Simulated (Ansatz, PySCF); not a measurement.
Bond stretch in NaF, singlet.

Levels: UHF/def2-SVP (Ansatz, a program for electronic structure); RHF/def2-SVP (Ansatz); UKS-CAM-B3LYP = unrestricted CAM-B3LYP/def2-SVP in Ansatz; RKS-CAM-B3LYP = Ansatz with restricted CAM-B3LYP/def2-SVP; UKS-PBE = unrestricted PBE/def2-SVP (Ansatz); RKS-PBE = restricted PBE/def2-SVP run with Ansatz; UKS-B3LYP/6-31G* = unrestricted B3LYP/6-31G*, spherical d in PySCF 2.14.0; RKS-B3LYP/6-31G* = PySCF with restricted B3LYP/6-31G*, spherical d; UKS-BP86/6-31G* = unrestricted BP86/6-31G*, spherical d (PySCF); RKS-BP86/6-31G* = restricted BP86/6-31G*, spherical d run with PySCF; UKS-B3LYP/6-311+G** = unrestricted B3LYP/6-311+G**, spherical d in PySCF; RKS-B3LYP/6-311+G** = restricted B3LYP/6-311+G**, spherical d run with PySCF; UKS-LDA (SVWN5)/6-31G* = PySCF 2.14.0 with unrestricted LDA (SVWN5)/6-31G*, spherical d; RKS-LDA (SVWN5)/6-31G* = restricted LDA (SVWN5)/6-31G*, spherical d run with PySCF 2.14.0.

Scanned distances (Å): 1.52, 1.62, 1.76, 1.83, 1.86, 1.92, 1.96, 1.99, 2.11, 2.24, 2.41, 2.59, 2.87, 3.18, 3.47, 3.88, 4.31, 4.80, 5.12, 5.74, 6.70, 7.65.

**Question.** Where does the unrestricted solution first break spin symmetry (<S²> of 0.01 or more)?

**Answer.** UHF: between 3.18 and 3.47 Å; UKS-CAM-B3LYP: between 3.18 and 3.47 Å; UKS-PBE: between 2.87 and 3.18 Å; UKS-B3LYP/6-31G*: between 2.87 and 3.18 Å; UKS-BP86/6-31G*: between 2.87 and 3.18 Å; UKS-B3LYP/6-311+G**: between 3.47 and 3.88 Å; UKS-LDA (SVWN5)/6-31G*: between 2.87 and 3.18 Å.

| R / Å | <S²> UHF | E(RHF) − E(UHF) / kcal/mol | <S²> UKS-CAM-B3LYP | E(RKS-CAM-B3LYP) − E(UKS-CAM-B3LYP) / kcal/mol | <S²> UKS-PBE | E(RKS-PBE) − E(UKS-PBE) / kcal/mol | <S²> UKS-B3LYP/6-31G* | E(RKS-B3LYP/6-31G*) − E(UKS-B3LYP/6-31G*) / kcal/mol | <S²> UKS-BP86/6-31G* | E(RKS-BP86/6-31G*) − E(UKS-BP86/6-31G*) / kcal/mol | <S²> UKS-B3LYP/6-311+G** | E(RKS-B3LYP/6-311+G**) − E(UKS-B3LYP/6-311+G**) / kcal/mol | <S²> UKS-LDA (SVWN5)/6-31G* | E(RKS-LDA (SVWN5)/6-31G*) − E(UKS-LDA (SVWN5)/6-31G*) / kcal/mol |
|---|---|---|---|---|---|---|---|---|---|---|---|---|---|---|
| 1.52 | 0.00 | 0.0 | 0.00 | 0.0 | 0.00 | 0.0 | 0.00 | 0.0 | 0.00 | 0.0 | 0.00 | 0.0 | 0.00 | 0.0 |
| 1.62 | 0.00 | 0.0 | 0.00 | 0.0 | 0.00 | 0.0 | 0.00 | 0.0 | 0.00 | 0.0 | 0.00 | 0.0 | 0.00 | 0.0 |
| 1.76 | 0.00 | 0.0 | 0.00 | 0.0 | 0.00 | 0.0 | 0.00 | 0.0 | 0.00 | 0.0 | 0.00 | 0.0 | 0.00 | 0.0 |
| 1.83 | 0.00 | 0.0 | 0.00 | 0.0 | 0.00 | 0.0 | 0.00 | 0.0 | 0.00 | 0.0 | 0.00 | 0.0 | 0.00 | 0.0 |
| 1.86 | 0.00 | 0.0 | 0.00 | 0.0 | 0.00 | 0.0 | 0.00 | 0.0 | 0.00 | 0.0 | 0.00 | 0.0 | 0.00 | 0.0 |
| 1.92 | 0.00 | 0.0 | 0.00 | 0.0 | 0.00 | 0.0 | 0.00 | 0.0 | 0.00 | 0.0 | 0.00 | 0.0 | 0.00 | 0.0 |
| 1.96 | 0.00 | 0.0 | 0.00 | 0.0 | 0.00 | 0.0 | 0.00 | 0.0 | 0.00 | 0.0 | 0.00 | 0.0 | 0.00 | 0.0 |
| 1.99 | 0.00 | 0.0 | 0.00 | 0.0 | 0.00 | 0.0 | 0.00 | 0.0 | 0.00 | 0.0 | 0.00 | 0.0 | 0.00 | 0.0 |
| 2.11 | 0.00 | 0.0 | 0.00 | 0.0 | 0.00 | 0.0 | 0.00 | 0.0 | 0.00 | 0.0 | 0.00 | 0.0 | 0.00 | 0.0 |
| 2.24 | 0.00 | 0.0 | 0.00 | 0.0 | 0.00 | 0.0 | 0.00 | 0.0 | 0.00 | 0.0 | 0.00 | 0.0 | 0.00 | 0.0 |
| 2.41 | 0.00 | 0.0 | 0.00 | 0.0 | 0.00 | 0.0 | 0.00 | 0.0 | 0.00 | 0.0 | 0.00 | 0.0 | 0.00 | 0.0 |
| 2.59 | 0.00 | 0.0 | 0.00 | 0.0 | 0.00 | 0.0 | 0.00 | 0.0 | 0.00 | 0.0 | 0.00 | 0.0 | 0.00 | 0.0 |
| 2.87 | 0.00 | 0.0 | 0.00 | 0.0 | 0.00 | 0.0 | 0.00 | 0.0 | 0.00 | 0.0 | 0.00 | 0.0 | 0.00 | 0.0 |
| 3.18 | 0.00 | 0.0 | 0.00 | 0.0 | 0.08 | 0.1 | 0.14 | 0.3 | 0.07 | 0.1 | 0.00 | 0.0 | 0.02 | 0.0 |
| 3.47 | 0.95 | 6.4 | 0.20 | 0.7 | 0.24 | 0.8 | 0.31 | 2.0 | 0.23 | 0.8 | 0.00 | 0.0 | 0.17 | 0.4 |
| 3.88 | 0.98 | 19.8 | 0.40 | 3.7 | 0.37 | 2.3 | 0.45 | 5.0 | 0.37 | 2.4 | 0.15 | 0.4 | 0.32 | 1.6 |
| 4.31 | 0.99 | 31.3 | 0.52 | 7.3 | 0.46 | 4.0 | 0.54 | 7.9 | 0.47 | 4.2 | 0.27 | 1.7 | 0.43 | 3.0 |
| 4.80 | 1.00 | 41.6 | 0.60 | 11.2 | 0.53 | 5.7 | 0.59 | 10.4 | 0.53 | 5.7 | 0.35 | 3.2 | 0.50 | 4.5 |
| 5.12 | 1.00 | 47.0 | 0.64 | 13.4 | 0.56 | 6.5 | 0.62 | 11.8 | 0.56 | 6.6 | 0.39 | 4.1 | 0.53 | 5.3 |
| 5.74 | 1.00 | 55.4 | 0.69 | 16.9 | 0.59 | 7.7 | 0.65 | 14.0 | 0.60 | 7.9 | 0.44 | 5.6 | 0.58 | 6.4 |
| 6.70 | 1.00 | 64.5 | 0.74 | 20.7 | 0.62 | 8.8 | 0.69 | 16.3 | 0.63 | 9.0 | 0.49 | 7.3 | 0.61 | 7.5 |
| 7.65 | 1.00 | — | 0.78 | 23.2 | 0.63 | 9.3 | 0.71 | 17.7 | 0.53 | — | 0.52 | 8.6 | 0.63 | 8.0 |

A dash means that the run gave no value there, or that the column was ended at a point which the program doubted or which failed a test of continuity chosen for this set; such a test can also cut sound points.
